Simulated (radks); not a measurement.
Fractional charge and spin in the 5s shell of dysprosium: the spin-up occupation runs from 0 to 1 and the spin-down occupation from 0 to 1; the fullest corner is Dy3+, [Kr] 4d10 4f(up 4.5, down 4.5) 5p6 5s(up 1, down 1). Method: scalar-relativistic Kohn-Sham, PBEsol, spin-polarised, spherical densities, point nucleus; computed with a radial shooting solver on a logarithmic mesh with Libxc functionals. Energy (eV) above the fullest corner. The planes named below are the two flat planes that join the four corners, with an edge along up + down = one added electron.

| down \ up | 0 | 0.25 | 0.5 | 0.75 | 1 |
|---|---|---|---|---|---|
| 0 | 188.281 | 161.187 | 135.092 | 109.989 | 85.870 |
| 0.25 | 161.187 | 135.156 | 110.116 | 86.057 | 62.973 |
| 0.5 | 135.092 | 110.116 | 86.119 | 63.095 | 41.035 |
| 0.75 | 109.989 | 86.057 | 63.095 | 41.095 | 20.047 |
| 1 | 85.870 | 62.973 | 41.035 | 20.047 | 0.000 |

Corners above the fullest one (they belong to Dy4+ and the next ion): (up 1, down 0) 85.870 eV, (up 0, down 1) 85.870 eV, (up 0, down 0) 188.28 eV. With half an added electron in each spin the energy lies 0.249 eV from the planes, and with half an added electron in spin up alone -1.984 eV. The planes are only a guide here: the flat-plane condition holds for ground states with one frontier orbital, while this shell lies below other occupied shells, so the corners above the fullest one are inner-hole states and not the ground states of those ions.
